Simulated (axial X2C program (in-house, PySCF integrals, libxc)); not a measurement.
Values are calculated unless marked as measured or tabulated.
# IrH⁺: input and output

Program: an in-house all-electron X2C program for linear molecules (integrals from PySCF).

Input:
```json
{"zs": [77, 1], "q": 1, "bas": ["dyall-v3z", "dyall-v3z"], "levels": ["PBE0", "HF", "B97-3", "BLYP"], "cc": false, "r0": 1.54, "npts": 10, "nst": 2, "ntry": 6}
```
```bash
python so2c.py task.json out
```

Keys: zs atomic numbers; q charge; bas basis sets; levels methods; cc coupled cluster on or off; r0 starting distance in Å; npts points on the curve; nst determinants followed; ntry starts of the search. HF also brings MP2.

Output of the HF step, with spin–orbit coupling, at R = 1.571 Å for the state Ω = 9/2. It starts from PBE0 orbitals of this distance.

```
two-component X2C + atomic mean field  HF
basis functions 177  fitting functions 976  grid points 5071
iter        total energy     max residual
   1     -17825.083712065     1.22e+00
   2     -17825.119426693     1.84e-02
   3     -17825.120854999     1.89e-02
   4     -17825.121829711     3.26e-03
   5     -17825.122137598     2.32e-03
   6     -17825.122356375     1.52e-03
   7     -17825.122497670     8.60e-04
   8     -17825.122576396     3.96e-04
   9     -17825.122595415     1.78e-04
  10     -17825.122599325     4.93e-05
  11     -17825.122599728     1.83e-05
  12     -17825.122599778     1.21e-05
  13     -17825.122599793     6.92e-06
  14     -17825.122599797     3.68e-06
  15     -17825.122599799     1.98e-06
converged
one-electron -24460.54873433  Coulomb 6973.31901506  exact exchange -347.69756347  xc functional 0.00000000  nuclear repulsion 25.93675700  atomic mean-field constant -16.13207406
```
Energies are in hartree; totals compare only within one Hamiltonian and basis. The determinant is spin-polarised beyond a pure state at some levels (its spin-free form has ⟨S²⟩ too high), which makes Re and μ there less reliable.
